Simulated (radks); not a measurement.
The numbers below are computed, except where a source is named.
The boron ion B2+, 3 electrons, occupied as [He] 2s1. Code: a radial shooting solver on a logarithmic mesh with Libxc functionals. Model: non-relativistic Kohn-Sham, exchange-only LDA, spin-polarised, spherical densities, point nucleus; open shells are filled with parallel spins first. Some entries of the table are withheld. Estimate them.

orbital  occ.  eigenvalue (eV)  <1/r> (bohr^-1)  <r> (bohr)
1s up       1              (1)            4.622      0.3315
1s down     1              (2)            4.626      0.3306
2s up       1              (3)           0.8808         (4)
2s down     0              (5)           0.8595         (6)

Answer. 
(1) 1s up eigenvalue (eV): -207.0570
(2) 1s down eigenvalue (eV): -206.1548
(3) 2s up eigenvalue (eV): -31.6126
(4) 2s up <r> (bohr): 1.640
(5) 2s down eigenvalue (eV): -25.2651
(6) 2s down <r> (bohr): 1.703
